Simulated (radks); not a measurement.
Question: The cadmium ion Cd+, 47 electrons, occupied as [Kr] 4d10 5s1. Method: Dirac Kohn-Sham, PBEsol, spin-unpolarised, spherical densities, finite nucleus; Fermi nuclear charge, rms radius 4.6087 fm; computed with a radial shooting solver on a logarithmic mesh with Libxc functionals. Some entries of the table are withheld. Estimate them.

| orbital | occ. | eigenvalue (hartree) | <r> (bohr) |
|---|---|---|---|
| 1s1/2 | 2 | -973.9488 | 0.03041 |
| 2s1/2 | 2 | -144.8397 | 0.1313 |
| 2p1/2 | 2 | (1) | 0.1112 |
| 2p3/2 | 4 | (2) | 0.1164 |
| 3s1/2 | 2 | -27.25056 | (3) |
| 3p1/2 | 2 | -23.26018 | (4) |
| 3p3/2 | 4 | -21.99814 | (5) |
| 3d3/2 | 4 | -14.92842 | 0.3328 |
| 3d5/2 | 6 | -14.67187 | 0.3363 |
| 4s1/2 | 2 | -4.21087 | 0.8793 |
| 4p1/2 | 2 | -2.93105 | (6) |
| 4p3/2 | 4 | -2.71631 | (7) |
| 4d3/2 | 4 | (8) | 1.262 |
| 4d5/2 | 6 | (9) | 1.281 |
| 5s1/2 | 1 | -0.48056 | 2.633 |

Answer: 
(1) 2p1/2 eigenvalue (hartree): -134.8854
(2) 2p3/2 eigenvalue (hartree): -127.8185
(3) 3s1/2 <r> (bohr): 0.3583
(4) 3p1/2 <r> (bohr): 0.3496
(5) 3p3/2 <r> (bohr): 0.3606
(6) 4p1/2 <r> (bohr): 0.9393
(7) 4p3/2 <r> (bohr): 0.9705
(8) 4d3/2 eigenvalue (hartree): -0.76973
(9) 4d5/2 eigenvalue (hartree): -0.74376
